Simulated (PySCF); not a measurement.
Delta-SCF ions had no search for a lower state. 

Cartesian coordinates (Å):
```xyz
19

B      2.8780    -0.1299     0.2622
Si     1.4978    -1.5025    -0.1208
Si    -0.3798    -0.0609    -0.0486
Si    -2.2704    -1.2950    -0.6744
Si    -0.0890     1.7266    -1.5360
Si    -0.6613     0.7618     2.1265
H      3.1453     0.1781     1.3997
H      3.3581     0.5217    -0.6354
H      1.5319    -2.1264    -1.4803
H      1.2857    -2.5596     0.9167
H     -2.4611    -2.4435     0.2641
H     -2.0949    -1.8240    -2.0619
H     -3.4896    -0.4286    -0.6356
H     -1.3365     2.5501    -1.5971
H      0.2177     1.2094    -2.9054
H      1.0406     2.5976    -1.0852
H      0.5167     1.5940     2.5217
H     -1.8940     1.6059     2.2008
H     -0.7949    -0.3748     3.0891
```
Charge 0, multiplicity 1.

**Question.** What LUMO, vertical electron affinity (Delta-SCF) and HOMO–LUMO gap does PySCF 2.14.0 with ωB97X-D3(BJ)/def2-TZVP // PBE0-D3(BJ)/def2-SVP give?

**Answer.** 
* **LUMO**: -0.43 eV
* **vertical electron affinity (Delta-SCF)**: 0.86 eV
* **HOMO–LUMO gap**: 9.33 eV
